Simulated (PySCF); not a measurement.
Electron correlation in Fe²⁺ (iron, charge +2)

[Ar] 3d5 4p1, high-spin 7P determinant (an excited configuration). All numbers are calculated (PySCF 2.14, no relativity, point nucleus, in aug-cc-pVTZ (8s7p5d3f2g, 93 functions)). Frozen: [Ar]; 6 electrons correlated.

| level | correlation energy (mhartree) |
| --- | --- |
| CCSD | -83.33 |
| (T) | -0.78 |
| CCSD(T) | -84.11 |

Diagnostics: T1 = 0.0058, D1 = 0.0157, largest double amplitude 0.013.

Q: Is a single reference adequate?

A: Yes: T1 lies below 0.03 and no double amplitude reaches 0.07.
